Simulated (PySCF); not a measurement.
A structure optimised at PBE-D3(BJ)/def2-SVP, used in a PySCF frequency run:

```
Si
N 1 1.7569
H 2 1.0244 1 117.52
H 2 1.0247 3 109.46 1 136.79
H 1 1.5220 2 117.20 3 67.50
Si 1 2.3482 5 107.52 2 -120.30
F 6 1.6524 1 110.27 5 68.82
H 6 1.5057 7 107.40 1 -121.29
H 6 1.5077 8 108.62 7 116.58
Si 1 2.3551 5 107.28 2 123.27
H 10 1.5081 1 109.39 5 167.63
H 10 1.5104 11 107.25 1 -118.03
C 10 1.8971 11 110.45 12 -120.35
H 13 1.1084 10 110.65 11 -179.81
H 13 1.1084 14 108.29 10 121.78
H 13 1.1087 14 108.01 15 116.86
```
Charge 0, spin multiplicity 1.

Question: Write its SMILES and formula.

Answer: C[SiH2][Si@@H](N)[SiH2]F, CH₁₀FNSi₃

Question: What are its rotational constants (standard atomic weights)?

Answer: 2.5241, 0.92630, 0.73596 GHz
